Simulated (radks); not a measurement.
Problem. Species: Ho+. Configuration: [Kr] 4d10 4f11 5s2 5p5.75 6s1 7s0.25 (fractional occupations, a model configuration). Method: Dirac Kohn-Sham, PBE, spin-unpolarised, spherical densities, point nucleus; open shells are shared between the two j in proportion to 2j + 1; computed with a radial shooting solver on a logarithmic mesh with Libxc functionals. Some entries of the table are withheld. Estimate them.

| orbital | occ. | eigenvalue (hartree) | <r> (bohr) | <1/r> (bohr^-1) |
|---|---|---|---|---|
| 1s1/2 | 2 | -2037.595 | 0.02074 | 76.08 |
| 2s1/2 | 2 | (1) | 0.08752 | 18.26 |
| 2p1/2 | 2 | -324.4388 | 0.07290 | 18.23 |
| 2p3/2 | 4 | -292.9446 | 0.08007 | 15.88 |
| 3s1/2 | 2 | -76.37779 | 0.2294 | 6.676 |
| 3p1/2 | 2 | (2) | 0.2191 | 6.591 |
| 3p3/2 | 4 | (3) | 0.2326 | 5.993 |
| 3d3/2 | 4 | -50.29192 | 0.2053 | 5.876 |
| 3d5/2 | 6 | -48.85471 | 0.2095 | 5.730 |
| 4s1/2 | 2 | -15.34103 | 0.5188 | 2.791 |
| 4p1/2 | 2 | -12.48664 | 0.5286 | (4) |
| 4p3/2 | 4 | -11.01208 | 0.5596 | (5) |
| 4d3/2 | 4 | (6) | 0.5903 | 2.254 |
| 4d5/2 | 6 | (7) | 0.6013 | 2.203 |
| 5s1/2 | 2 | -2.16934 | 1.275 | 1.046 |
| 5p1/2 | 1.91667 | -1.39918 | 1.436 | 0.9175 |
| 5p3/2 | 3.83333 | -1.21266 | 1.542 | 0.8450 |
| 4f5/2 | 4.71429 | -0.45411 | 0.8323 | 1.619 |
| 4f7/2 | 6.28571 | -0.41804 | 0.8513 | 1.592 |
| 6s1/2 | 1 | -0.36459 | 3.564 | 0.3538 |
| 7s1/2 | 0.25 | -0.12856 | 8.200 | 0.1553 |

Solution. 
(1) 2s1/2 eigenvalue (hartree): -340.8915
(2) 3p1/2 eigenvalue (hartree): -69.18632
(3) 3p3/2 eigenvalue (hartree): -62.60783
(4) 4p1/2 <1/r> (bohr^-1): 2.682
(5) 4p3/2 <1/r> (bohr^-1): 2.476
(6) 4d3/2 eigenvalue (hartree): -6.31692
(7) 4d5/2 eigenvalue (hartree): -6.04949
